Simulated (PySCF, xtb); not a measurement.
Sn(F)(SiH3) (FH3SiSn), SMILES [SiH3][Sn][F] (connectivity only; charge and spin as stated), neutral, multiplicity 1.

Harmonic wavenumbers (cm⁻¹) from GFN2-xTB in xtb at its own minimum, in rising order: 26, 118, 260, 277, 318, 393, 767, 833, 839, 2044, 2066, 2113.

Question: What does B3LYP-D3(BJ)/def2-SVP in PySCF give at its own minimum? (The exact figures need the calculation; the answer reports its results.)

Answer: 72, 96, 262, 328, 420, 590, 847, 933, 944, 2170, 2185, 2188. Paired by order, the mean absolute difference is 85 cm⁻¹ and the zero-point energies are 14.4 and 15.8 kcal/mol.
